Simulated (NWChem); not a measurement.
Species: H$_{2}$TeS; SMILES S[TeH]

```xyz
4

Te     0.0281     0.5859     0.0082
H     -1.6346     0.7698     0.0125
S      0.0107    -1.8264     0.0530
H      0.0047    -2.0156    -1.2865
```
Atoms are numbered in this order, from 1.

Program: NWChem. All runs use the structure optimised with PBE0/def2-SVP (def2 core potentials past Kr). B3LYP is NWChem's, with the RPA form of VWN correlation.

**Question.** What does the run give for B3LYP/STO-3G, non-relativistic? Quantities: highest occupied level (eV); orbital gap (eV); dipole (D).

**Answer.** 
- highest occupied level (eV): -3.98
- orbital gap (eV): 5.94
- dipole (D): 1.56
